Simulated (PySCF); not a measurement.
**Electron correlation in As(3+) (arsenic, charge +3)**

Starting occupation: [Ar] 3d10 4s1 4p1, 4s1/2 with m_j = +1/2, 4p3/2 with m_j = +3/2. Computed with PySCF 2.14 in x2c-TZVPall-2c (6s7p4d1f, 54 functions), with X2C-1e with screened-nucleus spin-orbit coupling, Gaussian nucleus. Frozen: [Ne]; 20 electrons correlated.

MP2 pair energies summed by pair of shells (mhartree):

| pair | energy | share (%) |
| --- | --- | --- |
| 3d3/2-3d5/2 | -49.31 | 18.8 |
| 3d5/2-3d5/2 | -32.41 | 12.4 |
| 3d5/2-3p3/2 | -32.04 | 12.2 |
| 3d3/2-3p3/2 | -22.13 | 8.5 |
| 3d5/2-3p1/2 | -17.19 | 6.6 |
| 3d3/2-3d3/2 | -13.26 | 5.1 |
| 3p1/2-3p3/2 | -12.26 | 4.7 |
| 3d5/2-3s1/2 | -12.26 | 4.7 |
| 3d3/2-3p1/2 | -10.72 | 4.1 |
| 3p3/2-3p3/2 | -10.58 | 4.0 |
| 3d3/2-3s1/2 | -8.31 | 3.2 |
| 3p3/2-3s1/2 | -8.15 | 3.1 |
| 3d5/2-4s1/2 | -5.62 | 2.1 |
| 3d5/2-4p3/2 | -4.66 | 1.8 |
| 3p1/2-3s1/2 | -4.21 | 1.6 |
| 4p3/2-4s1/2 | -3.76 | 1.4 |
| 3d3/2-4s1/2 | -3.37 | 1.3 |
| 3d3/2-4p3/2 | -2.82 | 1.1 |
| 3p1/2-3p1/2 | -2.43 | 0.9 |
| 3s1/2-3s1/2 | -1.58 | 0.6 |
| 3p3/2-4s1/2 | -1.57 | 0.6 |
| 3p3/2-4p3/2 | -1.04 | 0.4 |
| 3p1/2-4s1/2 | -0.80 | 0.3 |
| 3p1/2-4p3/2 | -0.60 | 0.2 |
| 3s1/2-4s1/2 | -0.39 | 0.1 |
| 3s1/2-4p3/2 | -0.32 | 0.1 |

Total MP2 correlation energy: -261.81 mhartree.

This basis was not built for core-valence correlation, so the inner-shell part is incomplete.
